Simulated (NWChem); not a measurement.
# C$_{3}$H$_{5}$FO; SMILES F/C=C/OC

```xyz
10

C     -0.2917     2.2528    -0.0974
O      0.4760     1.1221     0.2167
C     -0.1949    -0.0483     0.2027
C      0.4095    -1.1928    -0.1174
F     -0.2392    -2.3554    -0.0423
H      0.3472     3.1335     0.0489
H     -1.1735     2.3414     0.5645
H     -0.6406     2.2345    -1.1457
H     -1.2509    -0.0403     0.5063
H      1.4532    -1.2712    -0.4314
```
Atoms are numbered in this order, from 1.

Program: NWChem. Coordinates come from a PBE0/def2-SVP optimisation. Level: PBE0/def2-SVP with SMD (1 M gas to 1 M solution), gas-phase geometry.

**Question.** What does the run give for solvent toluene? Quantities: solvation free energy (kcal/mol); cavity-dispersion-structure term (kcal/mol); dipole in solution (D).

**Answer.** 
```json
{
 "solvation free energy (kcal/mol)": "-1.9",
 "cavity-dispersion-structure term (kcal/mol)": "0.3",
 "dipole in solution (D)": "2.36"
}
```
